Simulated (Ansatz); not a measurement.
These are r2SCAN-D4/def2-SVP in Ansatz (a quantum-chemistry and plane-wave program) values and carry that method's errors. No frequencies were computed at this level.

Ansatz 0.2 input:
```yaml
crystal:
  periodic: [false, false, false]
  atoms:
    - { symbol: Hf, position_ang: [-0.39765, 0.228853, 0.3289] }
    - { symbol: F, position_ang: [0.284605, -1.286116, 1.142909] }
    - { symbol: F, position_ang: [0.405232, 0.713239, -1.266114] }
    - { symbol: O, position_ang: [-0.304445, 1.61348, 1.546276] }
    - { symbol: C, position_ang: [-0.686002, 1.079108, 2.795446] }
    - { symbol: H, position_ang: [-1.646367, 0.535695, 2.698533] }
    - { symbol: H, position_ang: [-0.814677, 1.900809, 3.510252] }
    - { symbol: H, position_ang: [0.095023, 0.399545, 3.176679] }
    - { symbol: O, position_ang: [-2.206005, 0.033162, 0.014033] }
    - { symbol: C, position_ang: [-2.583063, 1.087506, -0.844709] }
    - { symbol: H, position_ang: [-2.22433, 2.054112, -0.439269] }
    - { symbol: H, position_ang: [-3.677321, 1.116825, -0.914296] }
    - { symbol: H, position_ang: [-2.170103, 0.925808, -1.854986] }
basis:
  gaussian: { orbitals: def2-svp }
hamiltonian:
  xc: r2scan
  dispersion: d4
relax:
  max_steps: 150
```

Output:

```
[...]
reference -13000.15177904 eV, -477.7467660602 hartree; 32, 32 occupied and 114, 114 virtual orbitals, 1560 factors
relax step  25: F+E_penalty+E_count = -13000.21006840 eV  Δ(F+E_penalty+E_count) = -1.050e-3 eV  max|allowed force component| = 7.653e-2 eV/Å  Δτ_max = 0.1401 Å  (30 SCF iters, accepted)
these checks for a lower state are left out or cut short: starts, cluster_reference, orbital_swaps, neighbouring_geometries, increment
1560 factors; their error is unknown
mean field -13000.14581427 eV, -477.7465468593 hartree, gradient 1.9e-5 eV, S^2 0.000000; 0 other end points of the search recorded, 0 dependent functions left out
reference -13000.14584103 eV, -477.7465478425 hartree; 32, 32 occupied and 114, 114 virtual orbitals, 1560 factors
relax step  26: F+E_penalty+E_count = -13000.20413931 eV  Δ(F+E_penalty+E_count) = +5.929e-3 eV  max|allowed force component| = 2.654e-1 eV/Å  Δτ_max = 0.1096 Å  (29 SCF iters, rejected (line search))
these checks for a lower state are left out or cut short: starts, cluster_reference, orbital_swaps, neighbouring_geometries, increment
1560 factors; their error is unknown
mean field -13000.15178499 eV, -477.7467662789 hartree, gradient 2.1e-5 eV, S^2 0.000000; 0 other end points of the search recorded, 0 dependent functions left out
reference -13000.15181183 eV, -477.7467672652 hartree; 32, 32 occupied and 114, 114 virtual orbitals, 1560 factors
relax step  27: F+E_penalty+E_count = -13000.21008841 eV  Δ(F+E_penalty+E_count) = -2.001e-5 eV  max|allowed force component| = 4.992e-2 eV/Å  Δτ_max = 0.0078 Å  (33 SCF iters, accepted)
these checks for a lower state are left out or cut short: starts, cluster_reference, orbital_swaps, neighbouring_geometries, increment
1560 factors; their error is unknown
mean field -13000.15205250 eV, -477.7467761099 hartree, gradient 2.1e-5 eV, S^2 0.000000; 0 other end points of the search recorded, 0 dependent functions left out
reference -13000.15207933 eV, -477.7467770959 hartree; 32, 32 occupied and 114, 114 virtual orbitals, 1560 factors
relax step  28: F+E_penalty+E_count = -13000.21036186 eV  Δ(F+E_penalty+E_count) = -2.735e-4 eV  max|allowed force component| = 1.186e-3 eV/Å  Δτ_max = 0.0146 Å  (31 SCF iters, accepted)
these checks for a lower state are left out or cut short: starts, cluster_reference, orbital_swaps, neighbouring_geometries, increment
1560 factors; their error is unknown
mean field -13000.15216744 eV, -477.7467803337 hartree, gradient 2.1e-5 eV, S^2 0.000000; 0 other end points of the search recorded, 0 dependent functions left out
reference -13000.15219425 eV, -477.7467813192 hartree; 32, 32 occupied and 114, 114 virtual orbitals, 1560 factors
relax step  29: F+E_penalty+E_count = -13000.21047968 eV  Δ(F+E_penalty+E_count) = -1.178e-4 eV  max|allowed force component| = 1.292e-2 eV/Å  Δτ_max = 0.0197 Å  (31 SCF iters, accepted)
these checks for a lower state are left out or cut short: starts, cluster_reference, orbital_swaps, neighbouring_geometries, increment
1560 factors; their error is unknown
mean field evaluation 224: about -13000.1840 eV, gradient 4.1e0 eV
mean field -13000.15148033 eV, -477.7467550829 hartree, gradient 1.7e-5 eV, S^2 0.000000; 0 other end points of the search recorded, 0 dependent functions left out
reference -13000.15150709 eV, -477.7467560662 hartree; 32, 32 occupied and 114, 114 virtual orbitals, 1560 factors
relax step  30: F+E_penalty+E_count = -13000.20980093 eV  Δ(F+E_penalty+E_count) = +6.788e-4 eV  max|allowed force component| = 1.216e-1 eV/Å  Δτ_max = 0.0883 Å  (29 SCF iters, rejected (line search))
these checks for a lower state are left out or cut short: starts, cluster_reference, orbital_swaps, neighbouring_geometries, increment
1560 factors; their error is unknown
mean field -13000.15204721 eV, -477.7467759155 hartree, gradient 2.2e-5 eV, S^2 0.000000; 0 other end points of the search recorded, 0 dependent functions left out
reference -13000.15207404 eV, -477.7467769012 hartree; 32, 32 occupied and 114, 114 virtual orbitals, 1560 factors
relax step  31: F+E_penalty+E_count = -13000.21036879 eV  Δ(F+E_penalty+E_count) = +1.109e-4 eV  max|allowed force component| = 6.697e-2 eV/Å  Δτ_max = 0.0062 Å  (32 SCF iters, rejected (line search))
these checks for a lower state are left out or cut short: starts, cluster_reference, orbital_swaps, neighbouring_geometries, increment
1560 factors; their error is unknown
mean field -13000.15220056 eV, -477.7467815508 hartree, gradient 2.2e-5 eV, S^2 0.000000; 0 other end points of the search recorded, 0 dependent functions left out
reference -13000.15222737 eV, -477.7467825362 hartree; 32, 32 occupied and 114, 114 virtual orbitals, 1560 factors
relax step  32: F+E_penalty+E_count = -13000.21051224 eV  Δ(F+E_penalty+E_count) = -3.256e-5 eV  max|allowed force component| = 1.956e-3 eV/Å  Δτ_max = 0.0030 Å  (33 SCF iters, accepted)
these checks for a lower state are left out or cut short: starts, cluster_reference, orbital_swaps, neighbouring_geometries, increment
1560 factors; their error is unknown
mean field -13000.15246255 eV, -477.7467911789 hartree, gradient 2.0e-5 eV, S^2 0.000000; 0 other end points of the search recorded, 0 dependent functions left out
reference -13000.15248933 eV, -477.7467921631 hartree; 32, 32 occupied and 114, 114 virtual orbitals, 1560 factors
relax step  33: F+E_penalty+E_count = -13000.21077573 eV  Δ(F+E_penalty+E_count) = -2.635e-4 eV  max|allowed force component| = 2.261e-2 eV/Å  Δτ_max = 0.0489 Å  (30 SCF iters, accepted)
these checks for a lower state are left out or cut short: starts, cluster_reference, orbital_swaps, neighbouring_geometries, increment
1560 factors; their error is unknown
mean field evaluation 256: about -13000.1524 eV, gradient 5.7e-4 eV
mean field -13000.15240535 eV, -477.7467890770 hartree, gradient 2.0e-5 eV, S^2 0.000000; 0 other end points of the search recorded, 0 dependent functions left out
reference -13000.15243211 eV, -477.7467900601 hartree; 32, 32 occupied and 114, 114 virtual orbitals, 1560 factors
relax step  34: F+E_penalty+E_count = -13000.21071950 eV  Δ(F+E_penalty+E_count) = +5.624e-5 eV  max|allowed force component| = 6.247e-2 eV/Å  Δτ_max = 0.0521 Å  (30 SCF iters, rejected (line search))
these checks for a lower state are left out or cut short: starts, cluster_reference, orbital_swaps, neighbouring_geometries, increment
1560 factors; their error is unknown
mean field -13000.15262857 eV, -477.7467972800 hartree, gradient 2.3e-5 eV, S^2 0.000000; 0 other end points of the search recorded, 0 dependent functions left out
reference -13000.15265534 eV, -477.7467982636 hartree; 32, 32 occupied and 114, 114 virtual orbitals, 1560 factors
relax step  35: F+E_penalty+E_count = -13000.21093945 eV  Δ(F+E_penalty+E_count) = -1.637e-4 eV  max|allowed force component| = 1.164e-2 eV/Å  Δτ_max = 0.0253 Å  (30 SCF iters, accepted)
these checks for a lower state are left out or cut short: starts, cluster_reference, orbital_swaps, neighbouring_geometries, increment
1560 factors; their error is unknown
mean field -13000.15258301 eV, -477.7467956057 hartree, gradient 2.0e-5 eV, S^2 0.000000; 0 other end points of the search recorded, 0 dependent functions left out
reference -13000.15260973 eV, -477.7467965878 hartree; 32, 32 occupied and 114, 114 virtual orbitals, 1560 factors
relax step  36: F+E_penalty+E_count = -13000.21089190 eV  Δ(F+E_penalty+E_count) = +4.755e-5 eV  max|allowed force component| = 6.058e-2 eV/Å  Δτ_max = 0.0747 Å  (29 SCF iters, rejected (line search))
these checks for a lower state are left out or cut short: starts, cluster_reference, orbital_swaps, neighbouring_geometries, increment
1560 factors; their error is unknown
mean field -13000.15281027 eV, -477.7468039574 hartree, gradient 2.2e-5 eV, S^2 0.000000; 0 other end points of the search recorded, 0 dependent functions left out
reference -13000.15283702 eV, -477.7468049403 hartree; 32, 32 occupied and 114, 114 virtual orbitals, 1560 factors
relax step  37: F+E_penalty+E_count = -13000.21111951 eV  Δ(F+E_penalty+E_count) = -1.801e-4 eV  max|allowed force component| = 1.051e-2 eV/Å  Δτ_max = 0.0364 Å  (30 SCF iters, accepted)
these checks for a lower state are left out or cut short: starts, cluster_reference, orbital_swaps, neighbouring_geometries, increment
1560 factors; their error is unknown
mean field -13000.15289976 eV, -477.7468072460 hartree, gradient 2.2e-5 eV, S^2 0.000000; 0 other end points of the search recorded, 0 dependent functions left out
reference -13000.15292648 eV, -477.7468082282 hartree; 32, 32 occupied and 114, 114 virtual orbitals, 1560 factors
relax step  38: F+E_penalty+E_count = -13000.21120905 eV  Δ(F+E_penalty+E_count) = -8.954e-5 eV  max|allowed force component| = 2.457e-2 eV/Å  Δτ_max = 0.0365 Å  (30 SCF iters, accepted)
these checks for a lower state are left out or cut short: starts, cluster_reference, orbital_swaps, neighbouring_geometries, increment
1560 factors; their error is unknown
mean field evaluation 288: about -13000.2440 eV, gradient 8.6e-4 eV
mean field -13000.15296937 eV, -477.7468098043 hartree, gradient 2.3e-5 eV, S^2 0.000000; 0 other end points of the search recorded, 0 dependent functions left out
reference -13000.15299609 eV, -477.7468107862 hartree; 32, 32 occupied and 114, 114 virtual orbitals, 1560 factors
relax step  39: F+E_penalty+E_count = -13000.21127907 eV  Δ(F+E_penalty+E_count) = -7.002e-5 eV  max|allowed force component| = 1.750e-2 eV/Å  Δτ_max = 0.0102 Å  (31 SCF iters, accepted)
these checks for a lower state are left out or cut short: starts, cluster_reference, orbital_swaps, neighbouring_geometries, increment
1560 factors; their error is unknown
mean field -13000.15307630 eV, -477.7468137338 hartree, gradient 2.2e-5 eV, S^2 0.000000; 0 other end points of the search recorded, 0 dependent functions left out
reference -13000.15310301 eV, -477.7468147152 hartree; 32, 32 occupied and 114, 114 virtual orbitals, 1560 factors
relax step  40: F+E_penalty+E_count = -13000.21138808 eV  Δ(F+E_penalty+E_count) = -1.090e-4 eV  max|allowed force component| = 1.002e-2 eV/Å  Δτ_max = 0.0275 Å  (30 SCF iters, accepted)
these checks for a lower state are left out or cut short: starts, cluster_reference, orbital_swaps, neighbouring_geometries, increment
1560 factors; their error is unknown
mean field -13000.15314162 eV, -477.7468161343 hartree, gradient 2.1e-5 eV, S^2 0.000000; 0 other end points of the search recorded, 0 dependent functions left out
reference -13000.15316831 eV, -477.7468171150 hartree; 32, 32 occupied and 114, 114 virtual orbitals, 1560 factors
relax step  41: F+E_penalty+E_count = -13000.21145532 eV  Δ(F+E_penalty+E_count) = -6.724e-5 eV  max|allowed force component| = 1.723e-2 eV/Å  Δτ_max = 0.0406 Å  (29 SCF iters, accepted)
these checks for a lower state are left out or cut short: starts, cluster_reference, orbital_swaps, neighbouring_geometries, increment
1560 factors; their error is unknown
mean field -13000.15318187 eV, -477.7468176133 hartree, gradient 2.3e-5 eV, S^2 0.000000; 0 other end points of the search recorded, 0 dependent functions left out
reference -13000.15320855 eV, -477.7468185938 hartree; 32, 32 occupied and 114, 114 virtual orbitals, 1560 factors
relax step  42: F+E_penalty+E_count = -13000.21149568 eV  Δ(F+E_penalty+E_count) = -4.035e-5 eV  max|allowed force component| = 7.519e-3 eV/Å  Δτ_max = 0.0077 Å  (31 SCF iters, accepted)
these checks for a lower state are left out or cut short: starts, cluster_reference, orbital_swaps, neighbouring_geometries, increment
1560 factors; their error is unknown
mean field evaluation 320: about -13000.1532 eV, gradient 2.2e-5 eV
mean field -13000.15321497 eV, -477.7468188299 hartree, gradient 2.2e-5 eV, S^2 0.000000; 0 other end points of the search recorded, 0 dependent functions left out
reference -13000.15324164 eV, -477.7468198100 hartree; 32, 32 occupied and 114, 114 virtual orbitals, 1560 factors
relax step  43: F+E_penalty+E_count = -13000.21152898 eV  Δ(F+E_penalty+E_count) = -3.330e-5 eV  max|allowed force component| = 5.777e-3 eV/Å  Δτ_max = 0.0220 Å  (30 SCF iters, accepted)
1560 factors; their error is unknown
mean field -13000.15321497 eV, -477.7468188299 hartree, gradient 2.2e-5 eV, S^2 0.000000; 1 other end points of the search recorded, 0 dependent functions left out
reference -13000.15324164 eV, -477.7468198100 hartree; 32, 32 occupied and 114, 114 virtual orbitals, 1560 factors
Total energy: -13000.21155565 eV, -477.7489628102 hartree
Atom 0 at    -0.237081     0.116618     0.244821 Å, force     0.000395    -0.000279    -0.000248 eV/Å
Atom 1 at    -0.082557    -1.804913     0.272236 Å, force     0.000006     0.000063     0.000109 eV/Å
Atom 2 at     1.286474     0.876821    -0.659496 Å, force    -0.000076    -0.000013    -0.000064 eV/Å
Atom 3 at    -0.281889     0.767919     2.053344 Å, force    -0.000380     0.000476     0.001003 eV/Å
Atom 4 at    -0.395776     1.273687     3.346452 Å, force    -0.000350     0.000964     0.002195 eV/Å
Atom 5 at    -1.368797     1.776822     3.490088 Å, force     0.005777    -0.002473    -0.000040 eV/Å
Atom 6 at     0.403854     2.007637     3.550379 Å, force    -0.004416    -0.003895     0.000157 eV/Å
Atom 7 at    -0.315485     0.462245     4.091280 Å, force    -0.000643     0.005118    -0.003006 eV/Å
Atom 8 at    -1.836797     0.603393    -0.704347 Å, force    -0.000994     0.000430    -0.000229 eV/Å
Atom 9 at    -3.023970     0.997618    -1.317622 Å, force    -0.002329     0.000866    -0.001064 eV/Å
Atom 10 at    -3.641432     1.604092    -0.630968 Å, force     0.002893    -0.003706    -0.004648 eV/Å
Atom 11 at    -3.615743     0.117214    -1.624865 Å, force     0.002564     0.005606     0.000950 eV/Å
Atom 12 at    -2.815904     1.602874    -2.217648 Å, force    -0.002447    -0.003156     0.004886 eV/Å
Dipole moment:    -0.516188     0.357129     0.269736 e Å
```

Cost: very roughly 6 core-minutes.
